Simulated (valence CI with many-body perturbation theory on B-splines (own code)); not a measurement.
## Bi⁷⁸⁺: electric-dipole lines

Computed by configuration interaction combined with many-body perturbation theory (CI+MBPT): three valence electrons over a frozen Dirac-Fock core [He], radial functions for each j: 11 s, 11 p, 10 d, 8 f, 5 g, 2 h, with the one-electron correlation potential Σ1, the two-electron term Σ2, the three-electron term Σ3, Breit, model QED; selected CI, second order for the rest, scaled by the run's own slope (own B-spline code, finite nucleus).

The last digits are not significant, and no measured levels were compared; by estimate large intervals hold to a few tenths of a per cent, small ones and those within an open d or f shell to about a per cent.

Lines 51 to 100 of 532 in falling wavelength, among levels below 21205 eV, chosen from the strongest by gf and those to the six lowest levels. Wavelengths and rates use the calculated energies. Electric multipoles are in the length gauge with retardation, E1 and E2 with the static RPA response of the core. Weak lines are less certain than strong ones. Lines between different terms over intervals too small for the method are left out, as are lines whose strength nearly cancels. The highest levels of a list are the least certain.

Levels are named by their leading jj configuration (3d3/2^4 stands for four electrons in 3d with j = 3/2), which in mixed levels can hold well under half, so a name can repeat and another be missing. Letters in brackets count levels of one name in rising energy.

| λ vac (Å) | Upper | Lower | A (s⁻¹) | S (a.u.) with core polarisation | S without |
| --- | --- | --- | --- | --- | --- |
| 35.63 | (2s 2p1/2 4p3/2) J=3/2 [a] | (2s 2p1/2 4s) J=1/2 [a] | 1.12e+12 | 1.00e-01 | 1.00e-01 |
| 35.50 | (2s^2 4p3/2) J=3/2 | (2s^2 4s) J=1/2 | 1.15e+12 | 1.02e-01 | 1.02e-01 |
| 35.35 | (2s 2p1/2 4p3/2) J=5/2 | (2s 2p1/2 4s) J=3/2 | 1.12e+12 | 1.46e-01 | 1.46e-01 |
| 35.25 | (2s 2p1/2 4p3/2) J=3/2 [b] | (2s 2p1/2 4s) J=3/2 | 5.30e+11 | 4.58e-02 | 4.58e-02 |
| 34.88 | (2s 2p1/2 4p3/2) J=1/2 | (2s 2p1/2 4s) J=1/2 [b] | 7.56e+11 | 3.17e-02 | 3.17e-02 |
| 34.37 | (2p1/2^2 4p3/2) J=3/2 | (2p1/2^2 4s) J=1/2 | 5.07e+11 | 4.06e-02 | 4.06e-02 |
| 33.78 | (2s 2p1/2 2p3/2) J=1/2 | (2s^2 2p3/2) J=3/2 | 2.51e+10 | 9.54e-04 | 9.55e-04 |
| 33.66 | (2s 2p1/2 2p3/2) J=3/2 [b] | (2s^2 2p3/2) J=3/2 | 1.81e+10 | 1.37e-03 | 1.37e-03 |
| 28.69 | (2p1/2^2 2p3/2) J=3/2 | (2s 2p1/2 2p3/2) J=5/2 | 1.01e+11 | 4.70e-03 | 4.71e-03 |
| 26.11 | (2p1/2^2 2p3/2) J=3/2 | (2s 2p1/2 2p3/2) J=3/2 [a] | 2.56e+10 | 8.99e-04 | 9.01e-04 |
| 16.19 | (2p1/2 2p3/2 3d3/2) J=5/2 [b] | (2p1/2 2p3/2 3p1/2) J=3/2 [b] | 1.45e+12 | 1.83e-02 | 1.83e-02 |
| 16.10 | (2s 2p1/2 3d3/2) J=3/2 [b] | (2s 2p1/2 3p1/2) J=1/2 [b] | 1.40e+12 | 1.15e-02 | 1.15e-02 |
| 16.06 | (2p1/2 2p3/2 3d3/2) J=3/2 [b] | (2p1/2 2p3/2 3p1/2) J=3/2 [b] | 1.58e+12 | 1.29e-02 | 1.29e-02 |
| 16.02 | (2s 2p1/2 3d3/2) J=1/2 | (2s 2p1/2 3p1/2) J=1/2 [b] | 2.05e+12 | 8.32e-03 | 8.32e-03 |
| 15.81 | (2p1/2 2p3/2 3d3/2) J=1/2 [b] | (2p1/2 2p3/2 3p1/2) J=3/2 [b] | 1.97e+12 | 7.68e-03 | 7.68e-03 |
| 15.65 | (2s 2p3/2 3d3/2) J=5/2 [a] | (2s 2p3/2 3p1/2) J=5/2 | 1.41e+12 | 1.60e-02 | 1.60e-02 |
| 15.65 | (2s 2p3/2 3d3/2) J=5/2 [a] | (2s 2p3/2 3p1/2) J=3/2 [a] | 1.23e+12 | 1.39e-02 | 1.40e-02 |
| 15.62 | (2s 2p3/2 3d3/2) J=3/2 [b] | (2s 2p3/2 3p1/2) J=3/2 [b] | 1.08e+12 | 8.14e-03 | 8.14e-03 |
| 15.60 | (2s 2p3/2 3d3/2) J=3/2 [b] | (2s 2p3/2 3p1/2) J=1/2 | 1.40e+12 | 1.05e-02 | 1.05e-02 |
| 15.56 | (2p3/2^2 3d3/2) J=7/2 | (2p3/2^2 3p1/2) J=5/2 | 2.72e+12 | 4.05e-02 | 4.05e-02 |
| 15.54 | (2p3/2^2 3d3/2) J=3/2 [a] | (2p3/2^2 3p1/2) J=3/2 | 2.14e+12 | 1.58e-02 | 1.58e-02 |
| 15.53 | (2p3/2^2 3d3/2) J=5/2 | (2p3/2^2 3p1/2) J=5/2 | 1.45e+12 | 1.60e-02 | 1.60e-02 |
| 15.53 | (2s 2p3/2 3d3/2) J=5/2 [b] | (2s 2p3/2 3p1/2) J=3/2 [b] | 2.71e+12 | 3.00e-02 | 3.00e-02 |
| 15.51 | (2p3/2^2 3d3/2) J=5/2 | (2p3/2^2 3p1/2) J=3/2 | 1.28e+12 | 1.41e-02 | 1.41e-02 |
| 15.50 | (2s 2p3/2 3d3/2) J=3/2 [a] | (2s 2p3/2 3p1/2) J=3/2 [a] | 2.17e+12 | 1.60e-02 | 1.60e-02 |
| 15.50 | (2p3/2^2 3d3/2) J=3/2 [b] | (2p3/2^2 3p1/2) J=1/2 | 2.67e+12 | 1.96e-02 | 1.96e-02 |
| 15.47 | (2s^2 3d3/2) J=3/2 | (2s^2 3p1/2) J=1/2 | 2.63e+12 | 1.92e-02 | 1.92e-02 |
| 15.47 | (2p3/2^2 3p3/2) J=5/2 | (2p3/2^2 3s) J=3/2 | 1.91e+12 | 2.10e-02 | 2.10e-02 |
| 15.47 | (2s 2p3/2 3d3/2) J=7/2 | (2s 2p3/2 3p1/2) J=5/2 | 2.65e+12 | 3.87e-02 | 3.87e-02 |
| 15.45 | (2p1/2 2p3/2 3d3/2) J=3/2 [a] | (2p1/2 2p3/2 3p1/2) J=3/2 [a] | 1.06e+12 | 7.70e-03 | 7.70e-03 |
| 15.45 | (2p1/2^2 3d3/2) J=3/2 | (2p1/2^2 3p1/2) J=1/2 | 2.70e+12 | 1.96e-02 | 1.96e-02 |
| 15.45 | (2p1/2 2p3/2 3d3/2) J=5/2 [a] | (2p1/2 2p3/2 3p1/2) J=3/2 [a] | 2.15e+12 | 2.34e-02 | 2.34e-02 |
| 15.44 | (2p3/2^2 3p3/2) J=1/2 | (2p3/2^2 3s) J=3/2 | 4.03e+12 | 1.46e-02 | 1.46e-02 |
| 15.42 | (2s 2p1/2 3d3/2) J=3/2 [a] | (2s 2p1/2 3p1/2) J=1/2 [a] | 2.60e+12 | 1.88e-02 | 1.88e-02 |
| 15.41 | (2p1/2 2p3/2 3p3/2) J=3/2 [a] | (2p1/2 2p3/2 3s) J=3/2 [b] | 1.81e+12 | 1.31e-02 | 1.31e-02 |
| 15.41 | (2p3/2^2 3d3/2) J=1/2 | (2p3/2^2 3p1/2) J=3/2 | 2.79e+12 | 1.01e-02 | 1.01e-02 |
| 15.37 | (2p1/2 2p3/2 3d3/2) J=7/2 | (2p1/2 2p3/2 3p1/2) J=5/2 | 2.73e+12 | 3.92e-02 | 3.92e-02 |
| 15.37 | (2s 2p3/2 3d3/2) J=1/2 [a] | (2s 2p3/2 3p1/2) J=3/2 [a] | 2.87e+12 | 1.03e-02 | 1.03e-02 |
| 15.35 | (2s 2p1/2 3d3/2) J=5/2 | (2s 2p1/2 3p1/2) J=3/2 | 2.68e+12 | 2.88e-02 | 2.88e-02 |
| 15.34 | (2p1/2 2p3/2 3d3/2) J=3/2 [a] | (2p1/2 2p3/2 3p1/2) J=1/2 | 1.53e+12 | 1.09e-02 | 1.09e-02 |
| 15.32 | (2s 2p3/2 3p3/2) J=3/2 [a] | (2s 2p3/2 3s) J=3/2 [a] | 3.25e+12 | 2.31e-02 | 2.31e-02 |
| 15.29 | (2p1/2 2p3/2 3p3/2) J=7/2 | (2p1/2 2p3/2 3s) J=5/2 | 3.04e+12 | 4.29e-02 | 4.29e-02 |
| 15.28 | (2s 2p3/2 3d3/2) J=1/2 [b] | (2s 2p3/2 3p1/2) J=1/2 | 2.41e+12 | 8.49e-03 | 8.49e-03 |
| 15.25 | (2s 2p1/2 3p3/2) J=3/2 [b] | (2s 2p1/2 3s) J=1/2 [b] | 2.23e+12 | 1.56e-02 | 1.56e-02 |
| 15.22 | (2p1/2 2p3/2 3p3/2) J=1/2 [a] | (2p1/2 2p3/2 3s) J=1/2 | 2.21e+12 | 7.68e-03 | 7.69e-03 |
| 15.22 | (2p3/2^2 3p3/2) J=7/2 | (2p3/2^2 3s) J=5/2 | 4.29e+12 | 5.98e-02 | 5.98e-02 |
| 15.21 | (2p3/2^2 3p3/2) J=5/2 | (2p3/2^2 3s) J=5/2 | 2.24e+12 | 2.34e-02 | 2.34e-02 |
| 15.18 | (2p1/2 2p3/2 3d3/2) J=1/2 [a] | (2p1/2 2p3/2 3p1/2) J=1/2 | 2.51e+12 | 8.65e-03 | 8.65e-03 |
| 15.17 | (2s 2p1/2 3p3/2) J=1/2 | (2s 2p1/2 3s) J=1/2 [b] | 3.52e+12 | 1.21e-02 | 1.21e-02 |
| 15.15 | (2p1/2 2p3/2 3p3/2) J=5/2 [a] | (2p1/2 2p3/2 3s) J=3/2 [a] | 4.13e+12 | 4.26e-02 | 4.26e-02 |
